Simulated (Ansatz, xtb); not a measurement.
Relaxing a trial structure of CBF2Si

The starting geometry of this gas-phase doublet was built from a drawn formula by distance geometry and a force field; its bonds are those of `FB1[C]=[Si]1F`.

```yaml
atoms:
  - { symbol: C, position_ang: [-1.3864, -0.8792, 0.8142] }
  - { symbol: B, position_ang: [-2.7036, -0.5900, -0.1830] }
  - { symbol: F, position_ang: [-3.7543, -1.1867, -0.9912] }
  - { symbol: F, position_ang: [-1.6328, 2.4019, 0.7728] }
  - { symbol: Si, position_ang: [-1.8496, 0.7477, 0.5652] }
```

Question: Predict what becomes of its bonds when it is optimised with r2SCAN-D4/def2-SVP.

Answer: A bond breaks, giving a structure given below by its coordinates. Distances that change by over a tenth: C1–B2 (1.68 → 1.40 Å), B2–F3 (1.45 → 1.29 Å). Contacts that open: B2–Si5 (1.75 → 2.57 Å).

The energy falls by 1.61 eV over 11 steps:

```
step  E − E(last) (eV)
   1             1.614
   2             0.846
   3             0.524
   4             0.278
   5             0.073
   7             0.011
   8             0.010
   9             0.000
  10             0.000
  11             0.000
```

Final geometry (Å):

```yaml
atoms:
  - { symbol: C, position_ang: [-1.8244, -0.3764, 0.4908] }
  - { symbol: B, position_ang: [-2.7981, -1.0294, -0.2657] }
  - { symbol: F, position_ang: [-3.6246, -1.7667, -0.9193] }
  - { symbol: F, position_ang: [-1.0464, 2.3472, 1.2291] }
  - { symbol: Si, position_ang: [-2.0330, 1.3190, 0.4431] }
```

From the same start GFN2-xTB reaches the same bonding as this run.

The end wasn't checked by frequencies. Open shells are spin-unrestricted. Run with Ansatz 0.2.0, 2.7 min on 1 thread of AMD EPYC (Zen 3), with other jobs on the host.
